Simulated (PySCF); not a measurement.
Species: C6H12N2Si.
Numbering: `[CH3:1][N:2]([CH3:3])[c:4]1[cH:5][cH:6][n:7]([SiH3:8])[cH:9]1`

Geometry (PBE0-D3(BJ)/def2-SVP, Å), atoms numbered from 1 in this order:
```xyz
21
C6H12N2Si angstrom
C     -2.886   -0.937    0.111
N     -1.916    0.077    0.425
C     -2.301    1.432    0.150
C     -0.579   -0.230    0.219
C      0.014   -1.535    0.253
C      1.360   -1.378    0.030
N      1.638   -0.045   -0.155
Si     3.245    0.667   -0.300
C      0.448    0.663   -0.046
H     -3.876   -0.621    0.472
H     -2.641   -1.879    0.622
H     -2.968   -1.153   -0.976
H     -3.354    1.583    0.429
H     -2.180    1.716   -0.918
H     -1.695    2.129    0.751
H     -0.492   -2.483    0.416
H      2.148   -2.128   -0.019
H      3.209    1.716   -1.359
H      4.166   -0.442   -0.672
H      3.689    1.292    0.981
H      0.426    1.742   -0.174
```

NICS is the negative of the GIAO shielding at a point without a nucleus: at the ring centre (0) and 1 Å above and below it (1); zz is the component along the ring normal. Level: GIAO PBE0/pcSseg-1 (PySCF, non-relativistic, gas phase) on the PBE0-D3(BJ)/def2-SVP geometry, one conformer.

Ring bond lengths (Å), with Mayer bond orders in brackets: C4–C5 1.434 (1.32), C5–C6 1.373 (1.55), C6–N7 1.374 (1.12), N7–C9 1.389 (1.04), C9–C4 1.386 (1.47).

**Question.** Give the NICS values of each ring in ppm.

**Answer.** 
```json
{"ring": "C4–C5–C6–N7–C9", "type": "5-membered ring with N; formal bonds all aromatic", "NICS(0)": "-13.1", "NICS(1), two faces": "-10.5 / -10.0", "NICS(1)zz, two faces": "-26.3 / -25.3", "rms pucker (Å)": "0.00", "centre to ring atoms, mean (Å)": "1.18"}
```

**Question.** What do they say, and how far can they be read as aromaticity?

**Answer.** 
- C4–C5–C6–N7–C9: mean NICS(1)zz -25.8 ppm, shielded, aromatic by this magnetic criterion (flat ring, no four-coordinate atom).

**Question.** How equal are the bonds by HOMA? Use HOMA with the parameters of Krygowski (1993).

**Answer.** 
- C4–C5–C6–N7–C9: HOMA 0.79; the largest term is that of C4–C5, α(R − Ropt)² = 0.54. The geometric and the magnetic index point the same way.

**Question.** At the first NICS(1) probe listed for ring C4–C5–C6–N7–C9, 1 Å off the ring, how large is the induced field along the normal in 1 T applied along it?

**Answer.** NICSzz × B0 = -26.3 ppm × 1 T = -26 μT, against the applied field.

**Question.** How shielded are the nuclei of the rings and their hydrogens (means over atoms taken as equivalent)?

**Answer.** 
| atoms | environment | σ isotropic (ppm) | principal values of the symmetric part, first atom (ppm) |
| --- | --- | --- | --- |
| C4 | aromatic carbon bearing nitrogen | 35.9 | -22.1, 13.7, 115.9 |
| C5 | aromatic CH carbon | 77.9 | 2.0, 74.1, 157.5 |
| C6 | aromatic CH next to a ring nitrogen | 54.7 | -24.5, 61.5, 127.2 |
| N7 | pyrrole-type nitrogen | 113.0 | 25.8, 107.0, 206.1 |
| C9 | aromatic CH next to a ring nitrogen | 77.9 | 19.5, 80.9, 133.5 |
| H16 | aromatic hydrogen | 25.20 | 21.4, 26.0, 28.1 |
| H17 | aromatic hydrogen | 24.80 | 21.1, 26.2, 27.1 |
| H21 | aromatic hydrogen | 25.37 | 20.6, 25.8, 29.7 |

**Question.** How do the values depend on the level or the medium?

**Answer.** 
```tsv
level	NICS(0), C4–C5–C6–N7–C9	mean NICS(1)zz, C4–C5–C6–N7–C9
PBE0/pcSseg-1, gas	-13.1	-25.8
PBE0/pcSseg-1, IEF-PCM benzene	-13.0	-25.9
PBE0/pcSseg-1, IEF-PCM methanol	-12.8	-26.0
```

The geometry is the same throughout; the continuum's cavity takes Bondi-type radii × 1.2.
